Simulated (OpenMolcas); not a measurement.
Ta3+ with 4 ligands (chloride) in square-planar coordination (D4h) at 2.35 Å. A charge of +0.25 e stands 2.6 Å behind each ligand. Ligand basis ANO-RCC-VDZP.

| Property | Result |
| --- | --- |
| Program | OpenMolcas |
| Method | SS-CASPT2, IPEA 0.25 Eh, imaginary shift 0.1 Eh (the lowest 24 gerade and 22 ungerade orbitals frozen, chosen by energy and not by shell, so the metal 5p can be frozen and 4f correlated) |
| Basis | ANO-RCC-VTZP [8s7p5d3f2g1h] |
| Scalar Hamiltonian | DKH2, point nucleus |
| Active space | 2 electrons in 5 orbitals (5d) |
| State averaging | 2S+1 = 3 even, 10 roots; 2S+1 = 1 even, 15 roots |
| Spin-orbit coupling | RASSI with atomic mean-field integrals over the reference wave functions |

(1) What is the spin-free ground state?

(2) Where is the first state of the same spin?

(3) What are the lowest two levels with spin-orbit coupling?

(4) What is χT at 300 K?

Results:

(1) A state of multiplicity 1, 1-fold in its orbital part; d2 allows 2S+1 = 3, so this is a state of lower spin.

(2) A 1-fold state lies at 4300 cm-1 above the ground state.

(3) A 1-fold level, then a 1-fold level 2300 cm-1 above it. Their leading multiplicities are 3 (68 %) and 3 (100 %).

(4) 0.07 cm3 K/mol.

Over all roots computed the reference weight is 0.73 to 0.74; a low but even weight reflects the number of correlated electrons. Spin-orbit coupling mixes the spin-free states strongly: the lowest level takes only 66 % from its leading state, 3E, which lies 53 cm-1 above the lowest spin-free state. The least metal-like active orbital is 68 % on the metal (Löwdin) and no ligand orbital is active, so the numbers are rough. Ligand-to-metal charge-transfer states are missing. With no ligand orbital active B as a rule stays too high, so bands that hang on it stand too high and its fall with covalency is understated. No measured value stands beside these numbers; the geometry is a model, was not optimised and need not be the one that this ion takes.
